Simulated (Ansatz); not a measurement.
Reaction (cleavage of the Si–B bond): `[SiH3][BH][AlH][SiH3]` + `C=C(O)Cl` → `C=C(Cl)O[SiH3]` + `[BH2][AlH][SiH3]`

Program: Ansatz. Geometries: PBE0-D4/def2-TZVP. ΔE: electronic, gas phase. CBS: MP2 limit from def2 TZ/QZ plus the TZ coupled-cluster correction, frozen cores. DFT in def2-TZVPP. B3LYP here is the variant with VWN-RPA as its local correlation; programs differ in this. Each species was taken in one conformer, which may not be the lowest.

```csv
level,ΔE (kJ/mol),difference from CCSD(T)/CBS
r2SCAN-D4,-82.8,8.5
PBE0-D4,-74.8,16.5
B3LYP-D4,-92.7,-1.4
ωB97X-V,-89.7,1.6
ωB97M-V,-92.6,-1.3
B2PLYP,-95.0,-3.7
PBE,-66.4,24.9
HF/def2-TZVPP,-110.0,-18.7
MP2/def2-TZVPP,-99.4,-8.1
SCS-MP2/def2-TZVPP,-102.9,-11.6
CCSD(T)/def2-TZVPP,-90.4,0.9
HF/def2-QZVPP,-111.7,-20.4
MP2/def2-QZVPP,-100.5,-9.2
HF/CBS(def2),-112.0,-20.7
MP2/CBS(def2),-100.3,-9.0
CCSD/CBS(def2),-93.4,-2.1
CCSD(T)/CBS,-91.3,0
```

Largest T1 diagnostic among the species: 0.014.

From PBE to PBE0 (25 % exact exchange), in def2-TZVPP and without D4, ΔE moves by −7.1 kJ/mol. In def2-TZVPP, CCSD(T) changes the Hartree–Fock value by +19.6 kJ/mol (the triples alone add +2.1 kJ/mol) and MP2 by +10.6 kJ/mol.
